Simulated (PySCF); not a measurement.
The numbers are results of CAM-B3LYP-D3(BJ)/def2-TZVP (PySCF 2.14.0), not measurements. All species are isolated molecules in the gas phase. One relaxed conformer stands for a flexible species; it need not be the lowest. Excitations are Tamm–Dancoff values on a coarser integration grid. The basis has no diffuse functions, so Rydberg states are missing or too high.

Reference species (SMILES): `BC(=C)C(=C)C` (neutral, multiplicity 1).

```
Property                                      Result
-------------------------------------------  -------
brightest of the four lowest singlets (TDA)  6.27 eV
T1 excitation (TDA)                          3.03 eV
S1 excitation (TDA)                          4.80 eV
```

After one change: the brightest of the four lowest singlets (TDA) falls by 1.49 eV; the T1 excitation (TDA) drops by 0.38 eV; the S1 excitation (TDA) hardly moves.

Task: Which change was made? The new species is one of these.
(A) `B/C(C=C)=C/C`
(B) `B/C=C\C=C/C`
(C) `BC(=C)/C=C\C`
(D) `B/C(C=C)=C\C`

Result: B, `B/C=C\C=C/C`
